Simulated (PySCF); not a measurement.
C₂H₈GeOS.
Bonds: C1–O2, O2–Ge3, Ge3–S4, S4–C5. Hydrogens: H6, H7, H8 on C1; H9, H10 on Ge3; H11, H12, H13 on C5.

The calculation used PBE0-D3(BJ)/def2-SVP geometry optimisation, gas phase (PySCF).

(1) What internal coordinates does the optimisation give?

Results:

(1) 
```
                  bond  length (Å)   order
                 C1–O2       1.402  single
                O2–Ge3       1.781  single
                Ge3–S4       2.213  single
                 S4–C5       1.823  single
   C1–H6, C1–H7, C1–H8       1.105  single
       Ge3–H9, Ge3–H10       1.537  single
C5–H11, C5–H12, C5–H13       1.099  single
```

Bonds in one row agree within 0.01 Å and their mean is given. Orders are formal, as drawn. A selection of angles:
```
     angle  degrees
  O2–C1–H6    112.2
  O2–C1–H7    108.5
  H6–C1–H7    107.8
 C1–O2–Ge3    119.9
 O2–Ge3–S4    109.2
 O2–Ge3–H9    103.3
O2–Ge3–H10    111.0
 S4–Ge3–H9    112.3
S4–Ge3–H10    106.2
H9–Ge3–H10    114.8
 Ge3–S4–C5     98.8
 S4–C5–H11    111.3
 S4–C5–H13    106.7
H11–C5–H12    109.8
```

Torsions: C1–O2–Ge3–S4 -59° (synclinal); O2–Ge3–S4–C5 -60° (synclinal). The mirror-image conformer, all signs reversed, is as good.

Ge3 (germanium bonded to O, S and 2 H) is distorted tetrahedral (angles from 103.3° to 114.8°). Of the pairs four or more bonds apart, S4···H8 is among the closest relative to their van der Waals radii: 3.14 Å, 105 % of the sum of Bondi's values.

Point group: C1 (no symmetry element, even within 0.4 Å). No PBE0-D3(BJ)/def2-SVP frequencies stand behind this structure, so it isn't proved a minimum. The numbers are those of one conformer.

Time: 46 s of wall time; peak memory 0.55 GiB. Hardware: one thread of an Arm Neoverse V1, shared host with 32 logical CPUs at a one-minute load of 12. These figures are those of the optimisation.
